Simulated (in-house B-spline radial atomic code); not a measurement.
RPA and G0W0 for Re, [Xe] 4f14 5d5 6s2, highest spin, as one setting changes: the radius of a hard wall (bohr). Start: PBE0. A dash marks a level of low quasi-particle weight. Computed with an all-electron radial atomic-structure program (B-spline basis): all electrons, scalar-relativistic (spin-free one-electron X2C), finite nucleus, each spin shell either full or empty, empty states to l = 9 with an (l + 1/2)⁻⁴ tail; G0W0 by contour deformation at full frequency.

Without the two-electron picture change, the correlation of inner shells comes somewhat too large for so heavy an element.

```tsv
radius of a hard wall (bohr)	mean-field level (eV)	G0W0 level (eV)	RPA correlation (Eh)
4	3.634	6s down -0.162	-6.6747
5	?	?	?
6	-4.209	6s down -7.164	-6.6337
8	?	?	?
12	-5.373	6s down -7.837	-6.6181
```

Problem. What belongs in the row for 5?

Solution. mean-field level (eV): -2.229; G0W0 level (eV): 6s down -5.503; RPA correlation (Eh): -6.6475.

Problem. What belongs in the row for 8?

Solution. mean-field level (eV): -5.211; G0W0 level (eV): 6s down -7.837; RPA correlation (Eh): -6.6219.
